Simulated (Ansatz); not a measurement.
Ansatz results at the PBE0-D4/def2-TZVP geometry: size of the dipole moment (B3LYP/def2-TZVPP) 1.18 D; HOMO energy (PBE/def2-TZVPP) -5.82 eV; HOMO–LUMO gap (ωB97M-V/def2-TZVPP) 11.18 eV.

Each molecule was computed in one conformer, which needn't be the lowest.

Problem. Which molecule gave them?
A. `CN1BNP1`
B. `CS[SiH](O)O`
C. `C=C(C)C(O)=S`
D. `FC1=C[SiH2]BC1`

Solution. B. The others give `FC1=C[SiH2]BC1`: 1.08, -6.30, 9.46; `C=C(C)C(O)=S`: 1.87, -5.52, 8.80; `CN1BNP1`: 0.42, -5.53, 10.33.

B3LYP here is the variant with VWN-RPA as its local correlation; programs differ in this.
